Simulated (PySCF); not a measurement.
Isomers of C3H7ClO2Si. Theory: PySCF, PBE0-D3(BJ)/def2-SVP geometry optimisation, gas phase. One conformer each; no zero-point energy, no entropy. No frequencies were run at this level. Point groups hold within 0.08 Å.

**Question.** Rank from lowest to highest electronic energy at this level (kcal/mol).
A. `[Cl:1][CH2:2][SiH:3]1[O:4][CH2:5][CH2:6][O:7]1` with Cl1–C2–Si3–O4 -178°, C2–Si3–O4–C5 -107°, Si3–O4–C5–C6 -25°, O4–C5–C6–O7 34°, C5–C6–O7–Si3 -27°
B. `[Cl:1][SiH:2]1[O:3][CH2:4][CH2:5][CH2:6][O:7]1` with Cl1–Si2–O3–C4 83°, Si2–O3–C4–C5 47°, O3–C4–C5–C6 -58°, C4–C5–C6–O7 59°

**Answer.** B (0.0), A (41.9).

As drawn, the higher has an Si–C bond, which the lower lacks.

```json
{"SMILES": "Cl[SiH]1OCCCO1", "E (Eh)": "-1017.80318", "E rel (kcal/mol)": "0.0", "dipole (D)": "2.57", "point group": "Cs", "A, B, C (MHz)": "3071, 1416, 1239"}
{"SMILES": "ClC[SiH]1OCCO1", "E (Eh)": "-1017.73639", "E rel (kcal/mol)": "41.9", "dipole (D)": "2.36", "point group": "C1", "A, B, C (MHz)": "4684, 980.8, 884.4"}
```

**Question.** How do the relative energies change in single points at PBE0/pcSseg-1 (no added dispersion term) on the same geometries?

**Answer.** 
| SMILES | PBE0-D3(BJ)/def2-SVP (kcal/mol) | PBE0/pcSseg-1 (kcal/mol) | shift |
| --- | --- | --- | --- |
| Cl[SiH]1OCCCO1 | 0.0 | 0.0 | 0.0 |
| ClC[SiH]1OCCO1 | 41.9 | 39.6 | -2.3 |

Each column counts from its own lowest isomer. The order is unchanged; the largest shift is 2.3 kcal/mol.
